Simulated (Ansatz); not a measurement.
The cluster BeSi4⁻, relaxed as a doublet with UKS PBE-D4/def2-SVPD in Ansatz, starting from the GFN1-xTB geometry. Force threshold 0.02 eV/Å.

The structure comes from a short search, and lower isomers may exist.

Start:

```
atom   x (Å)   y (Å)   z (Å)
 Be1  -1.214  -0.759  -0.911
 Si2   0.813  -1.144   0.285
 Si3   1.009   1.202   0.867
 Si4   0.449   0.587  -1.327
 Si5  -1.058   0.115   1.084
```

Task: Estimate the energy that the relaxation releases and the steps that it takes.

Result: 0.32 eV, in 10 steps; 16 s on 4 threads of Arm Neoverse V2 on a shared host. No frequencies were taken in this run, so the end may be a saddle point.

Task: Does the start keep its bonding and symmetry?

Result: By distances, no bond broke or formed. The bond that changes most is Be1–Si2, from 2.39 to 2.13 Å (atoms count from 1). The end is the same structure that another start reached. Point group Cs at the start, Cs at the end, both within 0.05 Å.

Task: Predict the relaxed structure.

Result: 
```tsv
atom	x (Å)	y (Å)	z (Å)
Be1	-1.023	-0.936	-0.824
Si2	0.789	-1.208	0.257
Si3	1.098	1.068	0.896
Si4	0.316	0.773	-1.360
Si5	-1.180	0.304	1.031
```
Bond lengths: 5 × Si–Si 2.38 to 2.60 Å; 3 × Be–Si 2.13 to 2.24 Å.
